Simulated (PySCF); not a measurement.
Vertical excitations of a molecule C6H6O from TDDFT-PBE/def2-SVPD in PySCF, as energy in eV (oscillator strength): 4.53 (0.004), 4.96 (0.002), 5.48 (0.002), 5.92 (0.082), 6.02 (0.002), 6.09 (0.004), 6.30 (0.006), 6.39 (0.010), 6.46 (0.030), 6.57 (0.011). Lowest triplet (TDA): 3.91 eV. The structure is a stationary point at B3LYP-D3(BJ)/def2-SVP. Other conformers were not sampled.

### Question
Which molecule gave these data?
(A) CC#CC1=CCO1
(B) C#C[C@@H]1CC=CO1
(C) CC#CC1=COC1
(D) C=Cc1ccoc1

### Answer
B, C#C[C@@H]1CC=CO1
